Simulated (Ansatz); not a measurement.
Ansatz (a first-principles code) input (CCSD(T)/aug-cc-pV(D+d)Z):
A basis named .json is the Basis Set Exchange file of that set.

Ansatz 0.2 input:
```yaml
crystal:
  periodic: [false, false, false]
  atoms:
    - {symbol: Si, position_ang: [-0.24911664, -0.34554293, 0.47556201]}
    - {symbol: H, position_ang: [-1.03104073, -1.22405466, -0.56426854]}
    - {symbol: F, position_ang: [0.50207486, 0.67351730, -0.67706661]}
basis:
  gaussian:
    orbitals: aug-cc-pV_D+d_Z.json
total_charge: -1
magnetization: {spin_polarized: true, initial_magnetization: 1}
correlation: {method: ccsd_t, electrons: outside_noble_gas}
output: {forces: true}
```

End of the output:

```
cycle   7  -8.81643592 eV  change   -4.4e-5 eV  update   1.1e-4
cycle   8  -8.81643646 eV  change   -5.4e-7 eV  update   5.2e-5
cycle   9  -8.81643812 eV  change   -1.7e-6 eV  update   2.4e-5
cycle  10  -8.81643452 eV  change    3.6e-6 eV  update   1.1e-5
cycle  11  -8.81643308 eV  change    1.4e-6 eV  update   5.1e-6
cycle  12  -8.81643392 eV  change   -8.3e-7 eV  update   2.6e-6
cycle  13  -8.81643444 eV  change   -5.2e-7 eV  update   1.1e-6
cycle  14  -8.81643454 eV  change   -9.7e-8 eV  update   5.2e-7
perturbative correction -0.24056580 eV, -0.0088406301 hartree
the calculation of the forces begins
Total energy: -10593.84262276 eV, -389.3165356218 hartree
Atom 0 at    -0.249117    -0.345543     0.475562 Å, force    -0.276717    -0.372068     0.383745 eV/Å
Atom 1 at    -1.031041    -1.224055    -0.564269 Å, force     0.020205     0.023379     0.018530 eV/Å
Atom 2 at     0.502075     0.673517    -0.677067 Å, force     0.256513     0.348689    -0.402274 eV/Å
Dipole moment:     0.160651     0.221263    -0.287371 e Å
```
